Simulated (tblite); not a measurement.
C7H5N3.
Geometry (GFN2-xTB, Å), atoms numbered from 1 in this order:
```xyz
15
C7H5N3 angstrom
C      3.897    0.357    0.089
C      2.706   -0.188    0.071
C      1.573   -0.727    0.054
C      0.366   -1.266    0.037
C     -0.841   -0.475    0.050
N     -0.752    0.860    0.081
C     -1.901    1.499    0.091
N     -3.101    0.938    0.070
C     -3.083   -0.386    0.039
N     -2.004   -1.138    0.029
H      4.019    1.428    0.114
H      4.792   -0.243    0.080
H      0.227   -2.338    0.011
H     -1.863    2.582    0.119
H     -4.040   -0.894    0.021
```

Method: GFN2-xTB as coded in tblite; computed harmonic values from a numerical Hessian at the method's own geometry, unscaled. Against measured fundamentals such values can be off by several per cent, at times by over 20. One conformer, not necessarily the lowest.

Harmonic wavenumbers (cm⁻¹): 51.2, 63.6, 135.3, 217.5, 231.1, 269.8, 284.7, 368.5, 403.5, 486.3, 547.7, 615.6, 661.8, 770.8, 824.6, 846.8, 854.1, 875.4, 939.5, 962.8, 982.8, 1051.1, 1145.9, 1154.4, 1214.6, 1238.7, 1301.4, 1355.6, 1374.1, 1392.7, 1510.8, 1562.2, 1685.6, 2183.1, 3043.5, 3044.8, 3060.6, 3077.6, 3093.3.

A = 4506, B = 709.9, C = 613.3 MHz; mass 131.048 u (most abundant isotopes); point group Cs, symmetry number 1.

Problem. What is the zero-point energy?

Solution. ½Σν̃ = 22442 cm⁻¹ = 268.46 kJ/mol.

Problem. What is S at 350 K and 1 bar for an ideal gas of classical rigid rotors and harmonic oscillators?

Solution. Translation 172.99, rotation 125.36, vibration 122.03: S = 420.4 J/(mol K).

Problem. And Cp and H(350 K) − H(0)?

Solution. Cp = 161.72 J/(mol K), of which vibrations give 128.46 (their classical limit is 39 R = 324.3); H(350 K) − H(0) = 34.20 kJ/mol without the zero-point energy, 22.56 from vibrations.

Problem. What must be added to the electronic energy to get the Gibbs energy at 350 K and 1 bar?

Solution. ZPE + [H(350 K) − H(0)] − T·S = 268.46 + 34.20 − 147.14 = 155.52 kJ/mol.

Problem. Which modes carry the vibrational entropy at 350 K?

Solution. 51.2 cm⁻¹: 21.29; 63.6 cm⁻¹: 19.49; 135.3 cm⁻¹: 13.30; 217.5 cm⁻¹: 9.52; 231.1 cm⁻¹: 9.05; 269.8 cm⁻¹: 7.87 J/(mol K); the other 33 give 41.53 together.

Problem. How do the functions run with temperature in this model?

Solution. 
| T (K) | S (J/(mol K)) | Cp (J/(mol K)) | H − H(0) (kJ/mol) | G − H(0) (kJ/mol) | ln q(vib) |
| --- | --- | --- | --- | --- | --- |
| 50 | 244.9 | 50.7 | 2.04 | -10.21 | 0.46 |
| 100 | 286.1 | 70.4 | 5.06 | -23.55 | 1.45 |
| 298.15 | 395.9 | 143.5 | 26.28 | -91.77 | 5.78 |
| 373.15 | 431.0 | 169.5 | 38.03 | -122.79 | 7.44 |
| 500 | 486.0 | 206.4 | 61.97 | -181.01 | 10.23 |
| 750 | 579.7 | 255.2 | 120.21 | -314.60 | 15.52 |
| 1000 | 657.5 | 284.8 | 188.00 | -469.55 | 20.39 |

q(vib) and H(0) count from the zero-point level.

Problem. Blend soft modes into free rotors: weight 1/[1 + (100 cm⁻¹/ν̃)⁴] for the oscillator and the rest for a rotor with moment μB/(μ + B), μ = h/(8π²ν), B = 10⁻⁴⁴ kg m². What vibrational entropy results?

Solution. 111.82 J/(mol K) in place of 122.03, which changes −T·S at 350 K by +3.57 kJ/mol.

Hindered rotation and anharmonicity are outside this model. Other conformers, if any are populated, would add a mixing term that is left out.
